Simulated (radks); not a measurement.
Results of a calculation; reference values are marked as such.
The selenium anion Se2-, [Kr], held by a Watson sphere: a shell of charge +2 at radius R that stands for the Madelung well of a crystal (potential energy -2/R inside, -2/r outside, in hartree with lengths in bohr). Level of theory: scalar-relativistic Kohn-Sham, LDA (Slater exchange, Perdew-Wang correlation), spin-unpolarised, spherical densities, point nucleus (a radial shooting solver on a logarithmic mesh with Libxc functionals). Response by self-consistent Sternheimer equations with the Hartree and adiabatic LDA kernel, the relativistic mass of each level held fixed and spin-orbit coupling left out. The sphere does not respond.

[
 {"R (bohr)": "2.21", "e(3d) (eV)": "-51.858", "e(4s) (eV)": "-18.472", "e(4p) (eV)": "-8.007", "<r> 4p (bohr)": "2.283", "sum of <r^2> (bohr^2)": "52.76", "X-ray form factor at sin(theta)/lambda = 0.3 1/angstrom": "23.139", "alpha (bohr^3)": "30.20"},
 {"R (bohr)": "2.47", "e(3d) (eV)": "-51.396", "e(4s) (eV)": "-17.737", "e(4p) (eV)": "-7.540", "<r> 4p (bohr)": "2.353", "sum of <r^2> (bohr^2)": "55.35", "X-ray form factor at sin(theta)/lambda = 0.3 1/angstrom": "23.137", "alpha (bohr^3)": "34.74"},
 {"R (bohr)": "3.37", "e(3d) (eV)": "-50.342", "e(4s) (eV)": "-15.718", "e(4p) (eV)": "-5.918", "<r> 4p (bohr)": "2.569", "sum of <r^2> (bohr^2)": "64.00", "X-ray form factor at sin(theta)/lambda = 0.3 1/angstrom": "23.186", "alpha (bohr^3)": "57.10"},
 {"R (bohr)": "4.56", "e(3d) (eV)": "-49.192", "e(4s) (eV)": "-13.976", "e(4p) (eV)": "-4.186", "<r> 4p (bohr)": "2.787", "sum of <r^2> (bohr^2)": "74.34", "X-ray form factor at sin(theta)/lambda = 0.3 1/angstrom": "23.224", "alpha (bohr^3)": "106.0"},
 {"R (bohr)": "4.8", "e(3d) (eV)": "-48.987", "e(4s) (eV)": "-13.710", "e(4p) (eV)": "-3.903", "<r> 4p (bohr)": "2.824", "sum of <r^2> (bohr^2)": "76.33", "X-ray form factor at sin(theta)/lambda = 0.3 1/angstrom": "23.227", "alpha (bohr^3)": "119.4"},
 {"R (bohr)": "5.04", "e(3d) (eV)": "-48.792", "e(4s) (eV)": "-13.466", "e(4p) (eV)": "-3.641", "<r> 4p (bohr)": "2.859", "sum of <r^2> (bohr^2)": "78.30", "X-ray form factor at sin(theta)/lambda = 0.3 1/angstrom": "23.229", "alpha (bohr^3)": "134.3"},
 {"R (bohr)": "5.19", "e(3d) (eV)": "-48.675", "e(4s) (eV)": "-13.324", "e(4p) (eV)": "-3.486", "<r> 4p (bohr)": "2.880", "sum of <r^2> (bohr^2)": "79.54", "X-ray form factor at sin(theta)/lambda = 0.3 1/angstrom": "23.230", "alpha (bohr^3)": "144.5"}
]
